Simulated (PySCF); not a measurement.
Te(Cl)(Et), SMILES CC[Te]Cl, singlet, PBE0/def2-SVP optimised geometry.

```
9

Te    -0.57    -1.96     0.00
Cl     1.81    -1.96     0.00
C     -0.73     0.20     0.00
C     -0.12     0.86     1.21
H     -1.81     0.37    -0.08
H     -0.27     0.53    -0.94
H      0.95     0.61     1.31
H     -0.62     0.56     2.14
H     -0.19     1.96     1.12
```

Density from PBE0/def2-TZVP, def2 effective core potentials past Kr in PySCF at that geometry. The core electrons that the potentials of Te replace are not part of the density.

Minimum of the electron density along straight lines between bonded atoms, close to the bond critical point (lines longer than 1.1 times the sum of covalent radii, or with two minima, are not listed):

```tsv
bond	length / Å	ρ at the minimum / e bohr⁻³	∇²ρ there / e bohr⁻⁵	position (fraction from the first atom)
Te1–Cl2	2.382	(withheld)	(withheld)	0.47
Te1–C3	2.162	0.116	(withheld)	0.52
C3–C4	1.513	0.250	-0.63	0.51
C3–H5	1.103	0.271	-0.90	0.64
C3–H6	1.099	0.276	-0.94	0.65
C4–H7	1.100	0.274	-0.93	0.64
C4–H8	1.100	0.273	-0.92	0.64
C4–H9	1.103	0.270	-0.90	0.64
```

Task: Fill in the missing entries.

Result: 
- Te1–Cl2, ρ at the minimum / e bohr⁻³: 0.089
- Te1–Cl2, ∇²ρ there / e bohr⁻⁵: 0.08
- Te1–C3, ∇²ρ there / e bohr⁻⁵: -0.03
